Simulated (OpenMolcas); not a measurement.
# Xe⁵⁺: the spin-orbit constant, worked from levels

```
Program             : OpenMolcas 26.06
Basis               : ANO-RCC-VQZP [8s7p5d3f2g]
Scalar Hamiltonian  : DKH2, point nucleus
Active space        : 3 electrons in 9 orbitals (RAS2 5s 5p; RAS3 5d, at most 2 electrons)
State averaging     : 2S+1 = 4 odd, 1 root; 2S+1 = 2 odd, 11 roots; 2S+1 = 4 even, 3 roots; 2S+1 = 2 even, 9 roots
Spin-orbit coupling : RASSI with atomic mean-field integrals over the reference wave functions, term energies averaged over their components
```

Methods: RASSCF; MS-RASPT2, IPEA 0.25 Eh, imaginary shift 0.1 Eh (closed shells correlated: 4d). Measured levels: Saloman, J. Phys. Chem. Ref. Data 33, 765 (2004).

**The spin-orbit constant.** For the Hund term ²P° of p1, E(J) = (A/2) J(J+1) + constant and ζ = 2S·A = A. From J = 1/2 to J = 3/2 the energy changes by 1.5 A.

| Source | E(3/2) - E(1/2) | A | ζ |
| --- | --- | --- | --- |
| RASSCF | 13435.3 | 8956.9 | 8957 |
| MS-RASPT2 | 13527.5 | 9018.3 | 9018 |
| measured | 15599.0 | 10399.3 | 10399 |

All in cm-1. MS-RASPT2 is off by -13.3 % and RASSCF by -13.9 %. Both methods take the spin-orbit matrix elements from the reference wave functions, so the second can move ζ only through the term energies and any multistate remixing.

Active for correlation alone: 5d; no level in the range computed is led by a configuration that fills it, so any true level of that kind is missing. Measured partners are found by configuration, term and J. A level has none where our copy of the source lacks it or the pairing is in doubt (some pairs that miss far off the trend of their configuration count as doubtful), and it then counts in no deviation. Levels of configurations outside the active space are missing.

° marks odd parity.
